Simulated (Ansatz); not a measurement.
Ga₃H₆⁺. Charge 1, multiplicity 1. Geometry PBE0-D4/def2-SVP.

```xyz
9

Ga    0.238    1.428    0.398
Ga    0.791   -0.841   -0.735
Ga   -1.632   -0.077    0.847
H     1.698   -1.768   -1.562
H    -2.923   -0.831    1.262
H     0.241    0.705   -1.266
H     0.994    2.764    0.489
H    -0.697   -1.360   -0.131
H     1.290   -0.019    0.698
```

The 6-31G sets use Cartesian d functions. B3LYP takes the VWN-RPA correlation. The structure comes from a short search, and lower isomers may exist.

(1) Estimate the orbital energies around the gap (eV) in Ansatz with HF/STO-3G, HF/6-31G, B3LYP-D4/6-31G, B3LYP-D4/def2-TZVP, PBE0-D4/def2-TZVP.

Results:

(1) 
```tsv
orbital	HF/STO-3G	HF/6-31G	B3LYP-D4/6-31G	B3LYP-D4/def2-TZVP	PBE0-D4/def2-TZVP
HOMO−9	-15.40	-37.46	-26.64	-27.99	-28.49
HOMO−8	-15.39	-37.45	-26.55	-27.98	-28.49
HOMO−7	-15.29	-37.40	-26.54	-27.89	-28.40
HOMO−6	-14.95	-25.27	-20.66	-20.36	-20.71
HOMO−5	-14.79	-20.58	-17.05	-16.96	-17.18
HOMO−4	-14.71	-19.61	-16.33	-16.30	-16.49
HOMO−3	-14.63	-17.52	-14.38	-14.26	-14.46
HOMO−2	-13.76	-17.46	-14.32	-14.24	-14.45
HOMO−1	-13.52	-17.05	-13.96	-13.87	-14.05
HOMO	-13.40	-15.14	-12.58	-12.46	-12.62
LUMO	-2.27	-4.27	-7.30	-7.29	-7.04
LUMO+1	-0.50	-3.10	-6.37	-6.31	-6.07
LUMO+2	-0.24	-2.84	-6.00	-6.02	-5.74
LUMO+3	1.65	-2.53	-5.94	-5.96	-5.69
LUMO+4	2.88	-1.23	-4.22	-4.27	-4.04
LUMO+5	6.33	-1.03	-4.02	-4.10	-3.88
```
